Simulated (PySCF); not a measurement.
PySCF input for CH6O2Si2, SMILES [Si@@H]1(O)[SiH2]CO1, PBE/pcSseg-1. Geometry optimised at PBE-D3(BJ)/def2-SVP. The structure was generated by enumeration; whether it is a known compound was not checked. One conformer was computed; it need not be the lowest.

```python
import numpy as np
from pyscf import gto, scf, dft
from pyscf.prop.nmr import rks as nmr

mol = gto.M(
    atom='''
    O     2.01691913    1.06971433   -0.13798385
    Si    0.55010257    0.45063038   -0.65819071
    O     0.40257425   -1.24239519   -0.46635863
    C    -0.78117232   -1.47633329    0.34176255
    Si   -1.36190472    0.34435751    0.70945465
    H     2.23142037    0.89047764    0.79471063
    H     0.50470854    0.88851234   -2.09001873
    H    -1.52807087   -2.06845822   -0.23182495
    H    -0.51496494   -2.06492009    1.24767102
    H    -2.72682016    0.71141766    0.18770683
    H    -1.26995619    0.75258664    2.15822448
    ''',
    basis='pcSseg-1',
    charge=0,
    spin=0,
    max_memory=1600,
    verbose=3,
)
mf = dft.RKS(mol, xc='pbe')
mf.grids.level = 3
mf.conv_tol = 1e-10
mf.max_cycle = 100
mf.kernel()
n = nmr.NMR(mf)
n.verbose = 2
n.max_cycle_cphf = 60
sigma = n.kernel()
print('atom   isotropic/ppm   span/ppm')
for i, s in enumerate(sigma):
    w = np.linalg.eigvalsh((s + s.T) / 2)
    print(f'{mol.atom_symbol(i):2s}{i + 1:3d} {w.mean():14.3f} {w[2] - w[0]:11.3f}')
```

It prints:

```
converged SCF energy = -770.647373882079
atom   isotropic/ppm   span/ppm
O   1        221.957     128.553
Si  2        316.077      33.185
O   3        170.941     248.677
C   4        118.148      98.280
Si  5        364.747     191.631
H   6         28.395      15.367
H   7         25.399       8.892
H   8         26.505       7.760
H   9         26.623       9.150
H  10         26.026       6.717
H  11         26.169       6.329
```

The calculation finished and met its thresholds.

Cost: very roughly 30 core-seconds.
